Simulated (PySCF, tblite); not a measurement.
**Question.** Write Cartesian coordinates for InChI=1S/C7H4F4/c8-6-4-2-1-3-5(6)7(9,10)11/h1-4H as optimised with GFN2-xTB.

**Answer.** 
```
atom  x, y, z in Å
F1    -0.4719    2.2479    0.7461
C2     0.1124    1.1122    0.3433
C3     1.4902    1.0664    0.2309
C4     2.0925   -0.1077   -0.1854
C5     1.3241   -1.2209   -0.4848
C6    -0.0539   -1.1692   -0.3705
C7    -0.6725    0.0021    0.0464
C8    -2.1686    0.0914    0.1830
F9    -2.6995    1.0345   -0.6104
F10   -2.5517    0.3818    1.4359
F11   -2.7792   -1.0587   -0.1398
H12    2.0668    1.9453    0.4701
H13    3.1669   -0.1513   -0.2753
H14    1.7982   -2.1336   -0.8090
H15   -0.6582   -2.0322   -0.6024
```

Orientation and origin are arbitrary. Atoms count from 1 in this order. The 7 C–C bonds span 1.383 Å (C2–C3, aromatic) to 1.505 Å (C7–C8, drawn single), a spread of 0.122 Å. All 4 C–F bonds measure 1.339 to 1.342 Å. Of the pairs four or more bonds apart, F11···H15 is among the closest relative to their van der Waals radii: 2.38 Å, 89 % of the sum of Bondi's values. The 6-membered ring C2–C3–C4–C5–C6–C7 has internal angles of 119.1° to 121.2° (sum 720°, against 720° for a flat polygon); it is planar, 0.00 Å rms from its mean plane, widest ring torsion 0°.

Bonds between heavy atoms (Å): F1–C2 1.339, C2–C3 1.383, C3–C4 1.384, C4–C5 1.385, C5–C6 1.384, C6–C7 1.389, C7–C8 1.505, C8–F9 1.342, C8–F10 1.342, C8–F11 1.341, C2–C7 1.392.

The geometry is computed with GFN2-xTB (gas phase).

Point group: Cs (tolerance 0.08 Å). Its GFN2-xTB frequencies are all real (lowest 32 cm⁻¹).
